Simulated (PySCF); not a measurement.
Species: C3H6O2 (charge 0, singlet). 
Structure (B3LYP-D3(BJ)/def2-TZVP (Ansatz) minimum search):
```xyz
11

C     -1.9343     0.0872     0.3554
C     -0.7544     0.3524    -0.5673
C      0.5650    -0.0805     0.0182
O      0.7311    -0.5879     1.0962
O      1.5915     0.1712    -0.8309
H     -1.8180     0.6163     1.3009
H     -2.0216    -0.9749     0.5833
H     -2.8622     0.4170    -0.1129
H     -0.8697    -0.1616    -1.5256
H     -0.6681     1.4140    -0.8150
H      2.4015    -0.1308    -0.3911
```
Charge 0, spin multiplicity 1.

Dispersion corrections to the total energy (kcal/mol) from the dftd3 and dftd4 libraries through PySCF: D3(BJ) without and D4 with the three-body term, each with the damping fitted for the functional named.

```json
[
 {"functional": "revPBE", "D3(BJ)": "?", "D4": "-14.64"},
 {"functional": "HSE06", "D3(BJ)": "?", "D4": "-3.09"},
 {"functional": "BHLYP", "D3(BJ)": "-5.53", "D4": "-4.33"},
 {"functional": "PBE", "D3(BJ)": "-4.41", "D4": "-4.05"},
 {"functional": "CAM-B3LYP", "D3(BJ)": "-3.13", "D4": "-3.33"},
 {"functional": "B2PLYP", "D3(BJ)": "-3.26", "D4": "?"},
 {"functional": "TPSSh", "D3(BJ)": "-4.91", "D4": "-4.99"}
]
```

Question: Some entries are withheld; supply them.

Answer: 
- revPBE, D3(BJ): -11.62
- HSE06, D3(BJ): -2.61
- B2PLYP, D4: -2.82
